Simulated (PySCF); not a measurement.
Isomers of C3H12BN, one conformer each; single-point electronic energies without zero-point terms and without any empirical dispersion term.

Computed with PySCF at PBE0/def2-SVPD, non-relativistic, each on one gas-phase PBE0-D3(BJ)/def2-SVP geometry that isn't relaxed in the solvent. The solvent is an IEF-PCM continuum (Bondi radii, 1.10 Å for H, scaled by 1.2). The model holds no explicit solvent molecules, cavitation or dispersion.

```tsv
isomer	relative energy, gas (kJ/mol)	dipole (D)
`CC(C)[BH2-][NH3+]`	0.0	5.10
`C(C)C[NH2+][BH3-]`	31.9	5.86
```

Q: How do the relative energies look in methanol (ε = 32.61)?

A: 
| isomer | relative energy, solvent (kJ/mol) | E(solvent) − E(gas) (kJ/mol) | dipole in solvent (D) |
| --- | --- | --- | --- |
| `CC(C)[BH2-][NH3+]` | 0.0 | -48.8 | 6.67 |
| `C(C)C[NH2+][BH3-]` | 33.0 | -47.7 | 7.07 |

The order is unchanged. Conformers: `[CH3:1][CH:2]([CH3:3])[BH2-:4][NH3+:5]` with C1–C2–B4–N5 59°; `[BH3-:1][NH2+:2][CH2:3][CH2:4][CH3:5]` with B1–N2–C3–C4 178°, N2–C3–C4–C5 63°. `CC(C)[BH2-][NH3+]` gains most from the continuum, while `C(C)C[NH2+][BH3-]` has the largest gas-phase dipole. The gains span 1.1 kJ/mol, the gas-phase energies 31.9 kJ/mol.
